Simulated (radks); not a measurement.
All-electron atom: Te34+ in [Ar]. Method: scalar-relativistic Kohn-Sham, BLYP, spin-polarised, spherical densities, finite nucleus; Fermi nuclear charge, rms radius 4.7423 fm; computed with a radial shooting solver on a logarithmic mesh with Libxc functionals.

Unscreened Slater integrals over Kohn-Sham orbitals (cm^-1). They are taken over the spin-up orbitals.

\begin{tabular}{lr}
integral & value \\ \hline
F0(3p,3p) & 688600 \\
F2(3p,3p) & 346420 \\
F0(3p,3s) & 677790 \\
G1(3p,3s) & 439640 \\
F0(3p,2p) & 912450 \\
F2(3p,2p) & 229610 \\
G0(3p,2p) & 91285 \\
G2(3p,2p) & 100430 \\
F0(3p,2s) & 885850 \\
G1(3p,2s) & 72295 \\
F0(3s,3s) & 669190 \\
F0(3s,2p) & 877520 \\
G1(3s,2p) & 89378 \\
F0(3s,2s) & 859240 \\
G0(3s,2s) & 71486 \\
F0(2p,2p) & 1929400 \\
F2(2p,2p) & 916330 \\
F0(2p,2s) & 1771400 \\
G1(2p,2s) & 1007100 \\
F0(2s,2s) & 1671600 \\
\end{tabular}
